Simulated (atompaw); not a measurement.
Before and after: PAW (atompaw) potential for Zn

- Element: zinc
- Generator: atompaw 4.2.0.5
- Type: PAW
- Functional: PBEsol
- Relativity: scalar-relativistic
- Frozen core: [Ar]
- Valence charge: 12
- Reference configuration: 3d10 4s2 4p0
- Partial waves: 4s (bound): rc 2.15 bohr; 4s channel at 0.5 Ry: rc 3.00 bohr; 4p (bound, empty): rc 3.00 bohr; 4p channel at 2.1 Ry: rc 3.00 bohr; 3d (bound): rc 1.55 bohr; 3d channel at -0.05 Ry: rc 1.55 bohr
- Local potential: bessel scheme, radius 2.35 bohr
- Core correction: smooth core density matched at 2.90 bohr
- Augmentation charge: sinc compensation charge, radius 2.95 bohr; PAW radius 3.00 bohr; waves and projectors: custom polynom gramschmidtortho

Change: augmentation sinc compensation charge, radius 2.95 bohr; PAW radius 3.00 bohr; waves and projectors: custom polynom2 7 10 vanderbiltortho.

Cutoffs: the cutoffs (Ry, on a coarse ladder) from which the occupation-weighted sum of valence levels, in a spherical-Bessel basis at the reference potential, stays within 10 and 1 mRy of its value at 400 Ry; they do not see the model core or the augmentation charge, which bear on the density cutoff.

**Question.** What does the change do?

**Answer.** The potential gets harder (60 Ry and 100 Ry → 160 Ry and 300 Ry); the range in which the s phases agree narrows (upper end at the end of the scan → 1.3); neither file shows a bound ghost.

| quantity | base | changed |
| --- | --- | --- |
| cutoff, loose | 60 Ry | 160 Ry |
| cutoff, tight | 100 Ry | 300 Ry |
| loose cutoff by channel (10 mRy a level) | s 6 Ry, d 35 Ry | s 6 Ry, d 25 Ry |
| bound ghosts | none | none |
| s: phases at 3.02 bohr within 0.05 rad from the reference energy up to (Ry; the scan ends near 5) | to the end of the scan | 1.3 |
| p: phases at 3.02 bohr within 0.05 rad from the reference energy up to (Ry; the scan ends near 5) | to the end of the scan | to the end of the scan |
| d: phases at 3.02 bohr within 0.05 rad from the reference energy up to (Ry; the scan ends near 5) | 4.0 | 3.7 |
| lowest overlap eigenvalue by channel | s 0.03, p 0.79, d 0.99 | s 0.36, p 0.82, d 0.99 |

 The cutoffs see the waves, projectors and local potential, not the compensation charge or the core.
